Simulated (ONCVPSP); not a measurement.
## aluminium (Al), ONCV: configuration errors across variants

Al, optimised norm-conserving Vanderbilt (ONCV), made with ONCVPSP 4.0.1 (PBEsol, scalar-relativistic). Core [Ne], reference 3s1.5 3p1.5. Waves: 3s: rc 1.65 bohr, ncon 4, nbas 8, qcut 3.5 1/bohr, 2 projectors, debl 3.6 Ha; 3p: rc 2.75 bohr, ncon 4, nbas 8, qcut 2.4 1/bohr, 3 projectors, debl 2.8 Ha; d scattering state at 0.11 Ha: rc 2.65 bohr, ncon 5, nbas 8, qcut 3.7 1/bohr, 2 projectors, debl 1.6 Ha. Local part: polynomial inside 1.50 bohr (lpopt 5, dvloc0 0 Ha). Core correction: Teter function, fcfact 5.25, rcfact 1.2.

All-electron excitation energies from the reference (eV): (1) 3s2 3p1 -2.537; (2) 3s2 3p0 3.199; (3) 3s1 3p0 22.370; (4) 3s1 3p1 8.991.

3 further variants failed, have other tests or too few solved ones, and are left out.

Errors AE − PS in meV (a dash: test not solved or not reliable):

| change | (1) | (2) | (3) | (4) | bound ghosts | GHOST(+) flags above zero |
| --- | --- | --- | --- | --- | --- | --- |
| base | -0.2 | -1.6 | -6.3 | -0.9 | none | s, d |
| s: nbas 7 | -0.2 | -1.6 | -6.3 | -0.9 | none | s, d |
| all radii but the core radius scaled by about 1.16 (s 1.92, p 3.20, d 3.08 bohr); local potential polynomial inside 1.74 bohr (lpopt 5, dvloc0 0 Ha) | -0.2 | -1.7 | -6.6 | -0.9 | none | s |
| local potential polynomial inside 1.50 bohr (lpopt 5, dvloc0 3.5 Ha) | -0.2 | -1.6 | -6.4 | -0.9 | none | s |
| s: debl 0.65 | -0.2 | -1.7 | -7.4 | -1.1 | none | s, d |
| core correction Teter function, fcfact 5.25, rcfact 1.72 | -2.6 | +2.2 | -113 | -12 | none | s, d |
| core correction Teter function, fcfact 7.6, rcfact 1.2 | -0.3 | -0.8 | +0.7 | -0.3 | none | s, d |
| d: rc 1.84 | -0.2 | -1.6 | -6.3 | -0.9 | none | s |

**Question.** Give the same row for: p: qcut 3.3.

**Answer.** -0.1, -1.7, -6.7, -0.9; bound ghosts: none; GHOST(+) flags above zero: s, d.
